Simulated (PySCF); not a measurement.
## Correlation energy of Hf⁻ (hafnium, charge -1)

[Xe] 4f14 5d3 6s2, high-spin 4F determinant. Computed with PySCF 2.14 in def2-TZVPPD with the def2 core potential (60 electrons) (6s5p3d2f1g, 59 functions), with scalar relativity through the core potential. Frozen: 5s2 5p6; 5 electrons correlated.

| level | correlation energy (mhartree) |
| --- | --- |
| CCSD | -88.05 |
| (T) | -7.17 |
| CCSD(T) | -95.22 |

Diagnostics: T1 = 0.037, D1 = 0.0972, largest double amplitude 0.068.

Question: Is a single reference adequate?

Answer: Largely. T1 is above 0.03 while the doubles stay small, so the singles mainly relax the orbitals.
